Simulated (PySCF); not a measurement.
# Correlation energy of V (vanadium, neutral)

[Ar] 3d3 4s2, high-spin 4F determinant. All numbers are calculated (PySCF 2.14, the non-relativistic Hamiltonian (point nucleus), in def2-TZVPPD (6s6p4d2f1g, 67 functions)). Frozen: [Ar]; 5 electrons correlated.

```tsv
level	correlation energy (mhartree)
CCSD	-72.56
(T)	-2.44
CCSD(T)	-75.00
```

Diagnostics: T1 = 0.024, D1 = 0.0629, largest double amplitude 0.082.

**Question.** Is a single reference adequate?

**Answer.** Mostly. T1 lies below 0.03, but a double amplitude of this size points to a near-degeneracy that CCSD handles and MP2 describes poorly.
